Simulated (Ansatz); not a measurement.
The cluster PdS3⁻. Total charge -1; quartet. Geometry PBE0-D4/def2-SVPD; atoms count from 1.

```
atom   x (Å)   y (Å)   z (Å)
 Pd1   0.027   0.465   0.308
  S2  -0.897  -1.691  -0.353
  S3   0.695  -1.085  -1.444
  S4   0.175   2.311   1.489
```

In the def2 sets Pd takes a core potential; there is no spin–orbit coupling. At PBE0-D4/def2-TZVPD a doublet of charge -1 lies 0.38 eV below the quartet, each at its own geometry. The structure comes from a short search, and lower isomers may exist.

**Question.** Estimate the Mulliken populations from the PBE0/def2-TZVPD orbitals of Ansatz.

**Answer.** 
| atom | charge (e) | spin (α − β) | d electrons |
| --- | --- | --- | --- |
| Pd1 | 0.00 | 0.65 | 8.93 |
| S2 | -0.22 | 0.65 | – |
| S3 | -0.22 | 0.65 | – |
| S4 | -0.55 | 1.05 | – |
Mulliken values and Mayer orders depend strongly on the basis. With diffuse functions, as here, like atoms can get unlike values, and bond orders can come out too low or too high.

**Question.** Where does the spin sit?

**Answer.** Summed by element: Pd 0.65, S 2.35, of 3 unpaired in all. Largest on single atoms: S4 1.05, S3 0.65, Pd1 0.65.

**Question.** And the Mayer bond orders between bonded heavy atoms (over 0.3)?

**Answer.** Pd1–S2 0.61 (2.44 Å); Pd1–S3 0.62 (2.43 Å); Pd1–S4 1.46 (2.20 Å); S2–S3 1.25 (2.02 Å).
